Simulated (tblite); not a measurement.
Compound: C7H13P.
Numbering: `[CH2:1]=[CH:2][C@@H:3]1[CH2:4][P:5]1[CH:6]([CH3:7])[CH3:8]` (hydrogens: H9, H10 on C1; H11 on C2; H12 on C3; H13, H14 on C4; H15 on C6; H16, H17, H18 on C7; H19, H20, H21 on C8)

Structure used (GFN2-xTB), in Å, numbered top down from 1:
```xyz
21
C7H13P angstrom
C      3.1401    1.4482    0.5301
C      2.5891    0.3495    1.0230
C      1.3911   -0.3055    0.4791
C      1.1790   -0.3739   -1.0174
P      0.0011    0.7573   -0.1812
C     -1.4423   -0.4331    0.0701
C     -2.0893   -0.1694    1.4260
C     -2.4459   -0.2398   -1.0629
H      2.7132    1.9611   -0.3172
H      4.0259    1.8835    0.9580
H      3.0225   -0.1288    1.8925
H      1.0739   -1.1811    1.0380
H      0.8039   -1.3045   -1.4248
H      1.9421    0.0876   -1.6305
H     -1.0643   -1.4622    0.0430
H     -2.9333   -0.8397    1.5829
H     -2.4501    0.8563    1.4787
H     -1.3735   -0.3211    2.2324
H     -3.2837   -0.9273   -0.9541
H     -2.8332    0.7775   -1.0546
H     -1.9753   -0.4177   -2.0287
```

Computed with GFN2-xTB (tblite): harmonic, unscaled wavenumbers at the GFN2-xTB geometry, gas phase. Against measured fundamentals such values can be off by several per cent, at times by over 20. One conformer, not necessarily the lowest.

Harmonic wavenumbers (cm⁻¹): 44.8, 74.2, 98.3, 171.7, 201.8, 206.9, 231.5, 262.0, 303.3, 338.0, 416.8, 521.1, 601.4, 645.6, 710.6, 712.0, 826.0, 870.8, 874.7, 929.5, 937.1, 946.0, 982.0, 1004.6, 1005.7, 1027.3, 1050.8, 1071.7, 1132.0, 1155.0, 1167.7, 1243.1, 1289.4, 1294.9, 1315.8, 1400.6, 1406.1, 1416.4, 1418.6, 1490.4, 1493.8, 1500.6, 1502.2, 1688.5, 2894.2, 2999.7, 3007.6, 3012.0, 3015.5, 3017.8, 3025.7, 3027.3, 3034.0, 3047.9, 3059.4, 3092.4, 3131.3.

A = 3741, B = 957.7, C = 880.8 MHz; mass 128.075 u (most abundant isotopes); point group C1, symmetry number 1.

Q: What is the zero-point energy?

A: ½Σν̃ = 39173 cm⁻¹ = 112.00 kcal/mol.

Q: Give the ideal-gas entropy at 500 K and 1 bar in the rigid-rotor, harmonic-oscillator model (classical rotation).

A: Translation 43.05, rotation 30.55, vibration 51.44: S = 125.0 cal/(mol K).

Q: And Cp and H(500 K) − H(0)?

A: Cp = 60.09 cal/(mol K), of which vibrations give 52.14 (their classical limit is 57 R = 113.3); H(500 K) − H(0) = 17.28 kcal/mol without the zero-point energy, 13.30 from vibrations.

Q: Blend soft modes into free rotors: weight 1/[1 + (100 cm⁻¹/ν̃)⁴] for the oscillator and the rest for a rotor with moment μB/(μ + B), μ = h/(8π²ν), B = 10⁻⁴⁴ kg m². What vibrational entropy results?

A: 47.85 cal/(mol K) in place of 51.44, which changes −T·S at 500 K by +1.79 kcal/mol.

Q: How do the functions run with temperature in this model?

A: 
```json
{"T (K)": "100", "S (cal/(mol K))": "69.4", "Cp (cal/(mol K))": "19.3", "H − H(0) (kcal/mol)": "1.31", "G − H(0) (kcal/mol)": "-5.63", "ln q(vib)": "1.72"}
{"T (K)": "200", "S (cal/(mol K))": "85.9", "Cp (cal/(mol K))": "29.2", "H − H(0) (kcal/mol)": "3.75", "G − H(0) (kcal/mol)": "-13.43", "ln q(vib)": "4.43"}
{"T (K)": "300", "S (cal/(mol K))": "99.7", "Cp (cal/(mol K))": "39.9", "H − H(0) (kcal/mol)": "7.19", "G − H(0) (kcal/mol)": "-22.73", "ln q(vib)": "7.13"}
{"T (K)": "800", "S (cal/(mol K))": "158.0", "Cp (cal/(mol K))": "80.1", "H − H(0) (kcal/mol)": "38.56", "G − H(0) (kcal/mol)": "-87.86", "ln q(vib)": "20.34"}
{"T (K)": "1000", "S (cal/(mol K))": "176.9", "Cp (cal/(mol K))": "88.9", "H − H(0) (kcal/mol)": "55.50", "G − H(0) (kcal/mol)": "-121.38", "ln q(vib)": "25.27"}
```

q(vib) and H(0) count from the zero-point level.

Q: What must be added to the electronic energy to get the Gibbs energy at 500 K and 1 bar?

A: ZPE + [H(500 K) − H(0)] − T·S = 112.00 + 17.28 − 62.52 = 66.76 kcal/mol.

Hindered rotation and anharmonicity are outside this model. Other conformers, if any are populated, would add a mixing term that is left out. The structure is chiral; the term R ln 2 for an equal mix with its mirror image is left out.
